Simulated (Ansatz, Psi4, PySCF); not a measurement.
C₃H₉N, charge +1, doublet, geometry from GFN2-xTB (a state made from the parent by changing its charge; the spin is typed, not shown lowest). Base run: PySCF with WB97X/6-31G*.

Input for PySCF:
```python
from pyscf import gto, scf, dft

mol = gto.M(
    atom='''
C    -0.35994749    1.33972464    0.25749879
N    -0.00000000    0.00000000   -0.00000000
C     1.30503589   -0.44877053    0.29362609
C    -0.94508840   -0.89095411   -0.55112489
H     0.29490710    2.03132563   -0.28835847
H    -0.22048513    1.58398674    1.31862692
H    -1.39421123    1.53282426   -0.02045677
H     1.79431965   -0.84151593   -0.60718414
H     1.27892742   -1.28885482    0.99980125
H     1.91441449    0.35017434    0.71146941
H    -1.31613840   -0.51880136   -1.51493547
H    -0.52020326   -1.88299860   -0.69101265
H    -1.83153063   -0.96614026    0.09204992
''',
    basis='6-31g*',
    charge=1,
    spin=1,
    verbose=3,
)

mf = dft.UKS(mol)
mf.xc = 'wb97x'
mf.kernel()
```

The same geometry, method and basis name were run in Ansatz (an electronic-structure program) and Psi4 and PySCF, at each program's defaults and at the settings that a row names. The base is PySCF at its defaults. Differences at the defaults can come from grids, fitting, cores and function types together.

```csv
code and settings,ΔE vs base (mEh),basis functions,E (Eh),SCF cycles
"PySCF, defaults (exact integrals, its default grid, spherical functions)",0.000,74,-174.13969,9
"Psi4, defaults (density fitting with its default set, its default grid, Cartesian functions)",-2.340,78,-174.14203,8
"Ansatz, defaults (factorised integrals, its default grid, Cartesian functions)",-2.224,78,-174.14191,-
"PySCF, density fitting with def2-universal-jkfit",-0.105,74,-174.13979,9
"PySCF, fine grid",0.007,74,-174.13968,9
"Psi4, exact integrals, spherical functions, fine grid",0.007,74,-174.13968,11
"Ansatz, high accuracy, Cartesian functions as the basis file defines them",-2.222,78,-174.14191,-
```

Open shells are given as the SCF converged; they aren't shown to be the lowest states, and a large step between rows can be another state.
